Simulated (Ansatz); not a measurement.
Relaxation of BBrFH$_{4}$N (8 atoms, charge 0, multiplicity 1), to a largest force component of 0.03 eV/Å in at most 50 steps.

Computed with Ansatz 0.2.0, RKS PBE0-D4/def2-SVP.

```xyz
8
Properties=species:S:1:pos:R:3:forces:R:3
B -0.058 0.496 -0.468 -0.13 0.89 0.73
N -0.026 0.043 2.227 -0.10 0.79 -0.47
H -0.767 -0.428 2.742 -0.01 0.00 0.01
H 0.860 -0.188 2.670 0.01 -0.01 0.01
F 1.155 0.078 -0.718 0.00 0.00 0.00
H -1.032 -0.177 -0.670 0.01 0.01 0.00
Br -0.294 2.445 -0.056 0.11 -0.92 -0.34
H -0.169 1.065 2.325 0.10 -0.77 0.07
```

Problem. Where does it end, and by what steps?

Solution. The forces met the threshold. After 8 steps the energy has fallen by 0.991 eV; B1 moved furthest, 0.66 Å. Joined: B1–N2.

```csv
step,energy less start (eV),largest force component (eV/Å),accepted
0,0.0000,0.921,yes
1,-0.1806,0.521,yes
2,-0.4858,0.769,yes
3,-0.8654,1.046,yes
4,-0.7779,3.562,no
5,-0.9775,0.262,yes
6,-0.9895,0.187,yes
7,-0.9907,0.043,yes
8,-0.9910,0.010,yes
```

```xyz
8
Properties=species:S:1:pos:R:3
B -0.072 0.415 0.191
N -0.037 0.210 1.830
H -0.750 -0.445 2.152
H 0.885 -0.155 2.082
F 1.156 -0.025 -0.230
H -1.031 -0.195 -0.239
Br -0.309 2.419 -0.029
H -0.173 1.110 2.295
```

Whether the end is a true minimum wasn't checked by a vibrational analysis.

The run took 24 s on 2 threads of Arm Neoverse V1, with other jobs on the host, peak memory 0.2 GiB.
